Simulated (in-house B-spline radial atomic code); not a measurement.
Successive ionisation energies of zirconium; each step leads to the configuration of the next row (after the last: [Ne] 3s2 3p1). NIST's values go from ground level to ground level; the uncertainty of those that are theory runs from under 0.1 % in few-electron ions to several per cent in heavy many-electron ones. Computed with a B-spline radial code for spherical atoms: non-relativistic Hartree-Fock, average of the configuration, point nuclei.

This level leaves out relativity, spin-orbit splitting included, which matters for heavy ions.

| ion | configuration | ionisation energy (eV) | tabulated value (eV) | tabulated kind | computed minus tabulated (eV) | highest orbital | largest mean radius (bohr) |
| --- | --- | --- | --- | --- | --- | --- | --- |
| Zr16+ | [Ar] 3d6 | 631.6 | 622 | tabulated theory | 9.6 | 3d | 0.44583 |
| Zr17+ | [Ar] 3d5 | 686.4 | 690 | tabulated theory | -3.6 | 3d | 0.44136 |
| Zr18+ | [Ar] 3d4 | ? | ? | tabulated theory | ? | ? | ? |
| Zr19+ | [Ar] 3d3 | 800.9 | 803 | tabulated theory | -2.1 | 3d | 0.43252 |
| Zr20+ | [Ar] 3d2 | ? | ? | tabulated theory | ? | ? | ? |
| Zr21+ | [Ar] 3d1 | 921.7 | 922 | tabulated theory | -0.3 | 3d | 0.42385 |
| Zr22+ | [Ne] 3s2 3p6 | ? | ? | semi-empirical | ? | ? | ? |
| Zr23+ | [Ne] 3s2 3p5 | 1145.6 | 1144.7 | semi-empirical | 0.9 | 3p | 0.4163 |
| Zr24+ | [Ne] 3s2 3p4 | 1202.6 | 1205.4 | semi-empirical | -2.8 | 3p | 0.41307 |
| Zr25+ | [Ne] 3s2 3p3 | 1260.5 | 1277 | semi-empirical | -16.5 | 3p | 0.40989 |
| Zr26+ | [Ne] 3s2 3p2 | 1319.2 | 1344 | semi-empirical | -24.8 | 3p | 0.40677 |

Problem. Fill in the row of Zr18+.

Solution. ionisation energy (eV): 742.9; tabulated value (eV): 745; computed minus tabulated (eV): -2.1; highest orbital: 3d; largest mean radius (bohr): 0.43692.

Problem. Fill in the row of Zr20+.

Solution. ionisation energy (eV): 860.5; tabulated value (eV): 863; computed minus tabulated (eV): -2.5; highest orbital: 3d; largest mean radius (bohr): 0.42816.

Problem. Fill in the row of Zr22+.

Solution. ionisation energy (eV): 1089.5; tabulated value (eV): 1092; computed minus tabulated (eV): -2.5; highest orbital: 3p; largest mean radius (bohr): 0.41959.

Problem. How far is this level of theory from the measured and semi-empirical values?

Solution. Over those 5 rows the differences run from -24.8 to +0.941 eV (mean absolute value 9.5 eV). The calculation leaves out relativity, correlation and, in open shells, the multiplet splittings that an average leaves out.
